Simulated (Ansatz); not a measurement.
The same path of H3OSSb (6 atoms, charge 0, multiplicity 1) was run twice with different band settings. The coordinate that changes most is the dihedral H4–S1–O2–Sb3.

Computed with RKS r2SCAN/def2-SVP in Ansatz.

Relaxed end points:

```xyz
6
Properties=species:S:1:pos:R:3
S -0.618 -1.602 0.316
O -1.181 -0.023 0.392
Sb 0.106 1.547 0.284
H -0.558 -1.742 -1.038
H 0.886 1.010 -1.162
H 1.364 0.811 1.207
```

```xyz
6
Properties=species:S:1:pos:R:3
S -0.887 -1.329 -0.707
O -1.226 0.020 0.231
Sb 0.149 1.501 0.457
H -0.226 -2.076 0.222
H 0.758 1.431 -1.156
H 1.432 0.453 0.953
```

Common settings: spring 5.0 eV/Å²; optimiser quadratic models (default); start path through a guess of the saddle point; force threshold 0.05 eV/Å; iteration limit 60; end points relaxed.

| run | movable images | climbing image |
| --- | --- | --- |
| 1 | 5 | yes |
| 2 | 1 | no |

(1) What does each run give, and how far can it be trusted?

Results:

(1) Run 1: converged after 7 iterations, highest image 0.151 eV above the first end. A vibrational analysis at the climbing image gives one clearly imaginary mode, 284i cm⁻¹: a first-order saddle point.
Run 2: converged after 5 iterations, highest image 0.151 eV above the first end. No image climbed, so the highest image needn't sit at the top of the path. So few images can step over the top or miss a turn of the path.
